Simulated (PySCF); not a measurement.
# Scandium: a sound run and one with changed settings

Sound run: Sc+ [Ar] 3d1 4s1, Sc(2+) [Ar] 3d1. All numbers are calculated (PySCF 2.14, no relativity, point nucleus, in pcseg-2). The sound run starts from symmetry-adapted Hartree-Fock orbitals and uses a fine grid where one is needed.

A second run was set up differently.

```tsv
species	method	sound run (hartree)	changed run (hartree)	converged
Sc+	UHF	-759.52787	-759.52770	no
Sc+	PBE	-760.15761	-760.15680	no
Sc+	M06-2X	-760.37026	-760.36994	no
Sc(2+)	UHF	-759.08086	-759.08083	no
Sc(2+)	PBE	-759.67813	-759.67811	no
Sc(2+)	M06-2X	-759.90259	-759.90258	no
```

Problem. What was changed?
A. level shift left on
B. all electrons correlated in a valence basis
C. radial grid too coarse
D. a valence shell is frozen

Solution. A. It used initial guess minao, at most 50 SCF cycles, level shift 10.0 hartree. A level shift slows the SCF but leaves a converged energy unchanged.
